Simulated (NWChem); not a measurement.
# WHSO₂Cl; SMILES [O]=[W]([OH])(=[S])[Cl]

```xyz
6

W      0.2404     0.0655     0.0810
O      0.8805     0.1260     1.6470
S     -1.1065     1.7028    -0.1343
Cl    -0.9032    -1.8853    -0.1752
O      1.6477     0.2469    -1.1310
H      1.7404     0.8354    -1.8896
```
Atoms are numbered in this order, from 1.

Level: PBE0/def2-SVP with def2 effective core potentials on W (NWChem), optimised geometry, unscaled harmonic frequencies. def2 effective core potentials on W; no spin-orbit coupling.

Task: List the harmonic frequencies with IR intensities, and the thermochemistry.

Result: 
```tsv
frequency (cm⁻¹)	IR intensity (km/mol)
140	1.1
151	6.2
193	7.4
245	9.1
270	54.7
295	47.8
416	59.9
557	88.8
567	169.2
757	73.7
1041	145.5
3902	323.6
```

```
Property                                                                            Value
-----------------------------------------------------------------------  ----------------
zero-point energy                                                           12.2 kcal/mol
thermal correction to the enthalpy at 298.15 K (with zero-point energy)     17.1 kcal/mol
heat capacity Cv                                                         21.5 cal/(mol K)
entropy at 298.15 K and 1 atm (symmetry number 1)                        85.9 cal/(mol K)
```

Rigid rotor and harmonic oscillator.
